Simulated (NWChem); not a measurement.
System: SiHCl, singlet; SMILES [SiH]Cl

Input file for NWChem:

```
start job
memory heap 200 mb stack 700 mb global 900 mb
geometry units angstroms noautoz
  Si    -0.109798    -1.102813     0.000000
  H      1.413583    -1.315825     0.000000
  Cl    -0.011831     0.985160     0.000000
end
basis spherical
  Si library 3-21g
  H library 3-21g
  Cl library 3-21g
end
dft
  xc xpbe96 cpbe96
  iterations 150
end
tddft
  cis
  nroots 6
  notriplet
end
task tddft energy
```

NWChem printed, in part:

```
             Northwest Computational Chemistry Package (NWChem) 7.3.0
             --------------------------------------------------------

 CS  symmetry detected

                             Geometry "geometry" -> ""
                             -------------------------

 Output coordinates in angstroms (scale by  1.889725989 to convert to a.u.)

  No.       Tag          Charge          X              Y              Z
 ---- ---------------- ---------- -------------- -------------- --------------
    1 Si                  14.0000    -0.08034568    -1.10415368     0.00000000
    2 H                    1.0000     1.44652882    -1.29048142     0.00000000
    3 Cl                  17.0000    -0.01892290     0.98521370     0.00000000

 Effective nuclear repulsion energy (a.u.)      68.3925021020

      Symmetry information
      --------------------

 Group name             Cs
 Group number              2
 Group order               2
 No. of unique centers     3

  pbe96 is a nonlocal functional; adding pw91lda local functional.

                                 NWChem DFT Module
                                 -----------------

 Summary of "ao basis" -> "ao basis" (spherical)
 ------------------------------------------------------------------------------
       Tag                 Description            Shells   Functions and Types
 ---------------- ------------------------------  ------  ---------------------
 Si                          3-21g                   7       13   4s3p
 H                           3-21g                   2        2   2s
 Cl                          3-21g                   7       13   4s3p

      Symmetry analysis of basis
      --------------------------

        a'         22
        a"          6

            General Information
            -------------------
          SCF calculation type: DFT
          Wavefunction type:  closed shell.
          No. of atoms     :     3
          No. of electrons :    32
           Alpha electrons :    16
            Beta electrons :    16
          Charge           :     0
          Spin multiplicity:     1
          Use of symmetry is: off; symmetry adaption is: on
          Maximum number of iterations: 150
          AO basis - number of functions:    28
                     number of shells:    16
          Convergence on energy requested:  1.00D-06
          Convergence on density requested:  1.00D-05
          Convergence on gradient requested:  5.00D-04

              XC Information
              --------------
          PerdewBurkeErnzerhof Exchange Functional  1.000
            Perdew 1991 LDA Correlation Functional  1.000 local
           PerdewBurkeErnz. Correlation Functional  1.000 non-local

             Grid Information
             ----------------
          Grid used for XC integration:  medium
          Radial quadrature: Mura-Knowles
          Angular quadrature: Lebedev.
          Tag              B.-S. Rad. Rad. Pts. Rad. Cut. Ang. Pts.
          ---              ---------- --------- --------- ---------
          Si                  1.10       88           7.0       590
          H                   0.35       45           8.0       434
          Cl                  1.00       88           8.0       590
          Grid pruning is: on
          Number of quadrature shells:   221
          Spatial weights used:  Erf1

      Superposition of Atomic Density Guess
      -------------------------------------

 Sum of atomic energies:        -745.11367290

      Non-variational initial energy
      ------------------------------

 Total energy =    -745.275379
 1-e energy   =   -1168.402789
 2-e energy   =     354.734908
 HOMO         =      -0.226824
 LUMO         =      -0.060664

      Symmetry analysis of molecular orbitals - initial
      -------------------------------------------------

  Numbering of irreducible representations:

     1 a'          2 a"

  Orbital symmetries:

     1 a'          2 a'          3 a'          4 a'          5 a'
     6 a"          7 a'          8 a'          9 a'         10 a"
    11 a'         12 a'         13 a'         14 a"         15 a'
    16 a'         17 a"         18 a'         19 a'         20 a'
    21 a'         22 a'         23 a"         24 a'         25 a"
    26 a'

[...]

                                NWChem TDDFT Module
                                -------------------

            General Information
            -------------------
           No. of orbitals :      56
            Alpha orbitals :      28
             Beta orbitals :      28
        Alpha frozen cores :       0
         Beta frozen cores :       0
     Alpha frozen virtuals :       0
      Beta frozen virtuals :       0
         Spin multiplicity :       1
    Number of AO functions :      28
        Use of symmetry is : off
      Symmetry adaption is : on
         Schwarz screening :  0.10D-07

              XC Information
              --------------
   PerdewBurkeErnzerhof Exchange Functional   1.00
     Perdew 1991 LDA Correlation Functional   1.00 local
    PerdewBurkeErnz. Correlation Functional   1.00 non-local

             TDDFT Information
             -----------------
          Calculation type : Tamm-Dancoff TDDFT
         Wavefunction type : Restricted singlets
          No. of electrons :      32
           Alpha electrons :      16
            Beta electrons :      16
              No. of roots :       6
          Max subspacesize :    5200
            Max iterations :     100
               Target root :       1
           Target symmetry : none
      Symmetry restriction : off
                 Algorithm : Optimal
        Davidson threshold :  0.10D-03

    6 smallest eigenvalue differences (eV)
--------------------------------------------------------
  No. Spin  Occ  Vir  Irrep   E(Occ)    E(Vir)   E(Diff)
--------------------------------------------------------
    1    1   16   17 a"       -0.220    -0.151     1.853
    2    1   15   17 a"       -0.306    -0.151     4.192
    3    1   14   17 a'       -0.322    -0.151     4.631
    4    1   16   18 a'       -0.220    -0.035     5.013
    5    1   13   17 a"       -0.352    -0.151     5.453
    6    1   15   18 a'       -0.306    -0.035     7.351
--------------------------------------------------------

  Entering Davidson iterations
  Restricted singlet excited states

  Iter   NTrls   NConv    DeltaV     DeltaE      Time
  ----  ------  ------  ---------  ---------  ---------
    1      6       0     0.13E+00   0.10+100        0.5
    2     12       0     0.28E-01   0.33E-01        0.4
    3     18       3     0.92E-02   0.18E-02        0.4
    4     21       4     0.21E-02   0.21E-03        0.3
    5     23       5     0.13E-03   0.69E-05        0.2
    6     24       6     0.34E-04   0.24E-07        0.3
  ----  ------  ------  ---------  ---------  ---------
  Convergence criterion met

  Ground state a'       -746.166303859646 a.u.

  ----------------------------------------------------------------------------
  Root   1 singlet a"             0.092969496 a.u.                2.5298 eV
  ----------------------------------------------------------------------------
     Transition Moments    X  0.00000   Y  0.00000   Z -0.65341
     Dipole Oscillator Strength                    0.0264620490
     Electric Quadrupole                           0.0000000282
     Magnetic Dipole                               0.0000013185
     Total Oscillator Strength                     0.0264633957

     Occ.   12  a'  ---  Virt.   17  a"      -0.10013
     Occ.   15  a'  ---  Virt.   17  a"       0.17846
     Occ.   16  a'  ---  Virt.   17  a"       0.97788
  ----------------------------------------------------------------------------
  Root   2 singlet a"             0.167015771 a.u.                4.5447 eV
  ----------------------------------------------------------------------------
     Transition Moments    X -0.00000   Y  0.00000   Z -0.49084
     Dipole Oscillator Strength                    0.0268256392
     Electric Quadrupole                           0.0000001029
     Magnetic Dipole                               0.0000009884
     Total Oscillator Strength                     0.0268267305

     Occ.   12  a'  ---  Virt.   17  a"      -0.11405
     Occ.   13  a'  ---  Virt.   17  a"      -0.08942
     Occ.   15  a'  ---  Virt.   17  a"      -0.97526
     Occ.   16  a'  ---  Virt.   17  a"       0.16286
  ----------------------------------------------------------------------------
  Root   3 singlet a'             0.199926541 a.u.                5.4403 eV
  ----------------------------------------------------------------------------
     Transition Moments    X  0.12193   Y -0.00198   Z  0.00000
     Dipole Oscillator Strength                    0.0019820114
     Electric Quadrupole                           0.0000001804
     Magnetic Dipole                               0.0000006659
     Total Oscillator Strength                     0.0019828577

     Occ.   12  a'  ---  Virt.   18  a'      -0.06758
     Occ.   13  a'  ---  Virt.   18  a'       0.08770
     Occ.   14  a"  ---  Virt.   17  a"       0.69060
     Occ.   15  a'  ---  Virt.   19  a'       0.05605
     Occ.   16  a'  ---  Virt.   18  a'       0.70630
     Occ.   16  a'  ---  Virt.   19  a'      -0.06261
  ----------------------------------------------------------------------------
  Root   4 singlet a"             0.208292009 a.u.                5.6679 eV
  ----------------------------------------------------------------------------
     Transition Moments    X -0.00000   Y  0.00000   Z  0.15457
     Dipole Oscillator Strength                    0.0033175983
     Electric Quadrupole                           0.0000001619
     Magnetic Dipole                               0.0000029117
     Total Oscillator Strength                     0.0033206719

[...]
```

Level: PBE/3-21G, TDA. Low-valent species are run as closed-shell singlets; no triplet was tried in these runs. STO-3G and 3-21G are far too small for this property and stand as cheap habits. Structure relaxed at the PBE0/def2-SVP level.
